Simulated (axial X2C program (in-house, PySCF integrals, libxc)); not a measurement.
# Spin–orbit effects along a row: molecules with In, PBE0

Calculated with an in-house relativistic program for diatomic molecules, spin-free (one-electron X2C) or two-component (2c: spin–orbit coupling with atomic mean-field Coulomb and Gaunt terms, which also bring small scalar terms), in Dyall basis sets with cores contracted in-house; open shells are unrestricted.

Basis sets: Br dyall-cv3z, Ca dyall-cv3z, Co dyall-cv3z, Cr dyall-cv3z, Cu dyall-cv3z, Fe dyall-cv3z, Ge dyall-cv3z, In dyall-cv3z, K dyall-cv3z.

```tsv
molecule	spin-free state	Re (Å)	ωe (cm⁻¹)	De (eV)	2c state	Re 2c (Å)	ωe 2c (cm⁻¹)	De 2c (eV)
KIn	M_S = 0, Λ = 0	3.735	100.1	0.54	Ω = 0	3.705	97.4	n/a
CaIn	M_S = 1/2, Λ = 1	3.259	131.2	0.58	Ω = 1/2	3.271	126.0	n/a
CrIn	M_S = 5/2, Λ = 0	2.877	146.2	1.00	Ω = 5/2	2.876	145.5	n/a
FeIn	M_S = 3/2, Λ = 0	2.603	195.1	1.25	Ω = 3/2	2.604	194.2	n/a
CoIn	M_S = 1, Λ = 3	2.625	183.0	1.36	Ω = 3	2.603	184.2	n/a
CuIn	M_S = 0, Λ = 0	2.551	183.5	2.00	Ω = 0	2.551	183.3	n/a
InGe	M_S = 3/2, Λ = 0	2.655	180.5	2.24	Ω = 3/2	2.655	180.2	n/a
InBr	M_S = 0, Λ = 0	2.560	218.4	4.16	Ω = 0	2.561	218.2	n/a
```

Task: Work out the shifts from the spin-free to the two-component result.

Result: 

```json
{"molecule": "KIn", "2c state": "Ω = 0", "ΔRe (Å)": "-0.030", "Δωe (cm⁻¹)": "-2.7", "ΔDe (eV)": "n/a"}
{"molecule": "CaIn", "2c state": "Ω = 1/2", "ΔRe (Å)": "0.012", "Δωe (cm⁻¹)": "-5.2", "ΔDe (eV)": "n/a"}
{"molecule": "CrIn", "2c state": "Ω = 5/2", "ΔRe (Å)": "-0.001", "Δωe (cm⁻¹)": "-0.7", "ΔDe (eV)": "n/a"}
{"molecule": "FeIn", "2c state": "Ω = 3/2", "ΔRe (Å)": "0.001", "Δωe (cm⁻¹)": "-0.9", "ΔDe (eV)": "n/a"}
{"molecule": "CoIn", "2c state": "Ω = 3", "ΔRe (Å)": "other state", "Δωe (cm⁻¹)": "other state", "ΔDe (eV)": "n/a"}
{"molecule": "CuIn", "2c state": "Ω = 0", "ΔRe (Å)": "0.000", "Δωe (cm⁻¹)": "-0.2", "ΔDe (eV)": "n/a"}
{"molecule": "InGe", "2c state": "Ω = 3/2", "ΔRe (Å)": "0.000", "Δωe (cm⁻¹)": "-0.3", "ΔDe (eV)": "n/a"}
{"molecule": "InBr", "2c state": "Ω = 0", "ΔRe (Å)": "0.001", "Δωe (cm⁻¹)": "-0.2", "ΔDe (eV)": "n/a"}
```

Shifts of one unit in the last digit are rounding.

Each entry is the lowest single determinant of a limited PBE0 search at one distance. De goes to single-determinant-based atoms at the same level (for ions the charge split of lowest energy) and is withheld (n/a) where an atom does not fit its ground term or J level. Main or longest-lived isotopes. One determinant is a doubtful description, or other states lie close, for KIn, CaIn, CrIn, FeIn, CoIn, InGe; these need not be ground states, and all values refer to the states named. With several unpaired electrons the Ω given is that of one determinant, not necessarily of the lowest component. The functionals have no current term, which raises determinants with orbital currents. Where the atoms have a lower orbital projection than the molecule, De at mean-field level may be about a tenth of an eV too small. The lowest determinant changes configuration between the Hamiltonians for CoIn, so two states are compared there.
